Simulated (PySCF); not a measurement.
**Radial density of Ba²⁺ (barium, charge +2)**

UHF, [Xe], closed-shell 1S. All numbers are calculated (PySCF 2.14, scalar relativity by spin-free X2C-1e, in Sapporo-DKH3-DZP-2012 (8s6p3d, 41 functions)).

```json
{"r (bohr)": "0.0203", "4πr²ρ (e/bohr)": "72.61"}
{"r (bohr)": "0.0342", "4πr²ρ (e/bohr)": "63.56"}
{"r (bohr)": "0.0575", "4πr²ρ (e/bohr)": "83.82"}
{"r (bohr)": "0.0968", "4πr²ρ (e/bohr)": "89.53"}
{"r (bohr)": "0.163", "4πr²ρ (e/bohr)": "70.49"}
{"r (bohr)": "0.274", "4πr²ρ (e/bohr)": "72.53"}
{"r (bohr)": "0.460", "4πr²ρ (e/bohr)": "27.80"}
{"r (bohr)": "0.775", "4πr²ρ (e/bohr)": "27.84"}
{"r (bohr)": "1.30", "4πr²ρ (e/bohr)": "8.242"}
{"r (bohr)": "2.19", "4πr²ρ (e/bohr)": "3.717"}
{"r (bohr)": "3.69", "4πr²ρ (e/bohr)": "0.2052"}
{"r (bohr)": "6.20", "4πr²ρ (e/bohr)": "0.0004091"}
```

Densities and radii are taken from the X2C orbitals without a picture-change correction, which distorts them close to the nucleus.

Spin-orbit coupling, which splits the p, d and f shells strongly at this Z, is absent.
